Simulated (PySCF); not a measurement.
CH₇F₃Si₃.
Atom-mapped SMILES: `[F:1][C:2]([F:3])([F:4])[SiH:5]([SiH3:6])[SiH3:7]` (hydrogens: H8 on Si5; H9, H10, H11 on Si6; H12, H13, H14 on Si7)

The same species was optimised twice, with GFN2-xTB and with PBE0-D3(BJ)/def2-SVP (PySCF), and the same property calculations (PySCF, gas phase) were run on both structures.

```csv
coordinate,GFN2-xTB,PBE0-D3(BJ)/def2-SVP,change
Si5–Si7 (Å),2.331,2.343,+0.012
C2–Si5 (Å),1.956,1.944,-0.012
Si5–Si6 (Å),2.331,2.343,+0.012
C2–F3 (Å),1.355,1.344,-0.011
F1–C2 (Å),1.350,1.341,-0.009
C2–F4 (Å),1.350,1.341,-0.009
Si6–Si5–Si7 (°),124.5,111.8,-12.7
C2–Si5–Si7 (°),103.5,107.6,+4.1
C2–Si5–Si6 (°),103.4,107.3,+3.9
F3–C2–Si5 (°),111.9,110.5,-1.4
F3–C2–F4 (°),105.8,107.1,+1.3
F4–C2–Si5 (°),113.4,112.2,-1.2
F1–C2–F3 (°),105.8,107.0,+1.2
F1–C2–F4 (°),106.0,107.2,+1.2
F1–C2–Si5–Si6 (°),-175,179,-6
```

Rotational constants: A = 1315, B = 1255, C = 762.7 MHz (GFN2-xTB) against A = 1425, B = 1157, C = 762.4 MHz (PBE0-D3(BJ)/def2-SVP). Point groups within 0.08 Å: Cs and Cs.

On the GFN2-xTB structure: HOMO (eV) -8.89 [PBE0/pcSseg-1]; LUMO (eV) -1.12 [PBE0/pcSseg-1]; dipole (D) 2.53 [PBE0/pcSseg-1]; GIAO shielding of F1/F3/F4 (mean) (ppm) 232.1 [PBE0/pcSseg-1]; GIAO shielding of C2 (ppm) 43.1 [PBE0/pcSseg-1]; GIAO shielding of Si5 (ppm) 421.7 [PBE0/pcSseg-1]; GIAO shielding of Si6/Si7 (mean) (ppm) 462.0 [PBE0/pcSseg-1].

Problem. What do these properties become on the PBE0-D3(BJ)/def2-SVP structure?

Solution. 
| property | level | on GFN2-xTB | on PBE0-D3(BJ)/def2-SVP | change |
| --- | --- | --- | --- | --- |
| HOMO (eV) | PBE0/pcSseg-1 | -8.89 | -8.48 | +0.41 |
| LUMO (eV) | PBE0/pcSseg-1 | -1.12 | -0.63 | +0.49 |
| dipole (D) | PBE0/pcSseg-1 | 2.53 | 2.12 | -0.41 |
| energy, GFN2-xTB geometry as zero (kcal/mol) | PBE0/pcSseg-1 | 0.0 | -3.5 | -3.5 |
| GIAO shielding of F1/F3/F4 (mean) (ppm) | PBE0/pcSseg-1 | 232.1 | 238.0 | +5.9 |
| GIAO shielding of C2 (ppm) | PBE0/pcSseg-1 | 43.1 | 47.3 | +4.2 |
| GIAO shielding of Si5 (ppm) | PBE0/pcSseg-1 | 421.7 | 417.1 | -4.6 |
| GIAO shielding of Si6/Si7 (mean) (ppm) | PBE0/pcSseg-1 | 462.0 | 458.2 | -3.8 |

The heavy atoms differ by 0.113 Å rms after alignment. Among bonds between heavy atoms C2–F3, C2–Si5, Si5–Si6 and Si5–Si7 change most and about equally (-0.012 to +0.012 Å). Changes are differences of the printed values. Neither structure is proved a minimum here.

Shape of the structure used: `[F:1][C:2]([F:3])([F:4])[SiH:5]([SiH3:6])[SiH3:7]`: F1–C2–Si5–Si6 179°.
